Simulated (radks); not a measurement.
Problem. The mean radii <r> (bohr) of the occupied orbitals of an atom or ion are listed with their occupations. All-electron calculation, scalar-relativistic Kohn-Sham, PBE, spin-unpolarised, spherical densities, point nucleus. Program: a radial shooting solver on a logarithmic mesh with Libxc functionals.

orbital  occ.      <r>
1s          2  0.03609
2s          2   0.1580
2p          6   0.1377
3s          2   0.4423
3p          6   0.4446
3d         10   0.4303
4s          2    1.088
4p          4    1.172

Name the element and its charge.

Solution. Z = 41, niobium, charge +7: Nb7+ in [Ar] 3d10 4s2 4p4. The 1s radius gives Z: for a bare nucleus <r> = (2 gamma + 1)/(2Z) with gamma = sqrt(1 - (Z/c)^2), 0.03547 bohr for Z = 41, and screening makes it slightly larger (0.03609 here). The occupations add up to 34, and the charge is Z minus that.
